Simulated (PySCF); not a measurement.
# Spinor energies of Au⁷⁵⁺ (gold, charge +75)

Start: [He] 2s2. Calculated with PySCF 2.14 in an uncontracted even-tempered set (16 s from 65 bohr⁻², ratio 2.4; 13 p from 85 bohr⁻², ratio 2.4; 5 d from 270 bohr⁻², ratio 2.6; 4 f from 400 bohr⁻², ratio 2.6): generalised Hartree-Fock with the X2C-1e Hamiltonian and a Gaussian nucleus; one run each with spin-orbit coupling (SO) switched off, then screened by Boettger's factors.

```tsv
spinor shell	electrons	ε, spin-free (eV)	ε, screened SO (eV)	weight of nominal j (screened SO)	rms radius, screened SO (bohr)
1s1/2	2	-90761.6	-90761.6	1.000	0.0189
2s1/2	2	-22533.9	-22533.9	1.000	0.0736
```

```tsv
quantity	spin-free	screened SO
E (hartree)	-8474.60519	-8474.60519
M_J	0	0
⟨J²⟩	0.000	0.000
⟨L²⟩	0.000	0.000
⟨S²⟩	0.000	0.000
```

Breit and QED terms are absent; they matter most for the inner s and p1/2 levels.

Densities and radii are taken from the X2C orbitals without a picture-change correction, which distorts them close to the nucleus.

Without spin-orbit coupling the j labels of p, d and f shells carry no meaning; the spin-free column gives the mean over the occupied spinors of each nl shell.
